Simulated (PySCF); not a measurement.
Compound: C4H9ClSi.
Bonds: C1–C2 (double), C2–C3, C3–Si4, C2–C5, C5–Cl6. Hydrogens: H7, H8 on C1; H9, H10 on C3; H11, H12, H13 on Si4; H14, H15 on C5.

The same species was optimised twice, with GFN2-xTB and with PBE0-D3(BJ)/def2-SVP (PySCF), and the same property calculations (PySCF, gas phase) were run on both structures.

```tsv
coordinate	GFN2-xTB	PBE0-D3(BJ)/def2-SVP	change
C3–Si4 (Å)	1.911	1.895	-0.016
C1=C2 (Å)	1.326	1.339	+0.013
C2–C3 (Å)	1.491	1.499	+0.008
C2–C5 (Å)	1.494	1.498	+0.004
C5–Cl6 (Å)	1.799	1.800	+0.001
C2–C5–Cl6 (°)	110.0	112.0	+2.0
C2–C3–Si4 (°)	112.0	113.2	+1.2
C1–C2–C5 (°)	121.0	119.9	-1.1
C3–C2–C5 (°)	115.7	116.6	+0.9
C1–C2–C3 (°)	123.3	123.4	+0.1
C1–C2–C3–Si4 (°)	-96	-96	0
C1–C2–C5–Cl6 (°)	-110	-121	-11
```

Rotational constants: A = 3526, B = 1199, C = 1004 MHz (GFN2-xTB) against A = 3232, B = 1253, C = 1012 MHz (PBE0-D3(BJ)/def2-SVP). Point groups within 0.08 Å: C1 and C1.

On the GFN2-xTB structure: lowest singlet, TDDFT (eV) 6.44 [CAM-B3LYP/def2-SVPD]; isotropic polarisability (au) 90.3 [CAM-B3LYP/def2-SVPD]; HOMO (eV) -8.66 [CAM-B3LYP/def2-SVPD]; LUMO (eV) 0.52 [CAM-B3LYP/def2-SVPD]; dipole (D) 1.66 [CAM-B3LYP/def2-SVPD].

What do these properties become on the PBE0-D3(BJ)/def2-SVP structure?

```csv
property,level,on GFN2-xTB,on PBE0-D3(BJ)/def2-SVP,change
"lowest singlet, TDDFT (eV)",CAM-B3LYP/def2-SVPD,6.44,6.49,+0.05
isotropic polarisability (au),CAM-B3LYP/def2-SVPD,90.3,92.0,+1.7
HOMO (eV),CAM-B3LYP/def2-SVPD,-8.66,-8.71,-0.05
LUMO (eV),CAM-B3LYP/def2-SVPD,0.52,0.51,-0.01
dipole (D),CAM-B3LYP/def2-SVPD,1.66,1.57,-0.09
"energy, GFN2-xTB geometry as zero (kcal/mol)",CAM-B3LYP/def2-SVPD,0.0,-1.2,-1.2
```

The heavy atoms differ by 0.086 Å rms after alignment. Among bonds between heavy atoms C3–Si4 changes most (-0.016 Å). Changes are differences of the printed values. Neither structure is proved a minimum here.

The values belong to the conformer `[CH2:1]=[C:2]([CH2:3][SiH3:4])[CH2:5][Cl:6]`: C1–C2–C3–Si4 -96°, C1–C2–C5–Cl6 -121°.
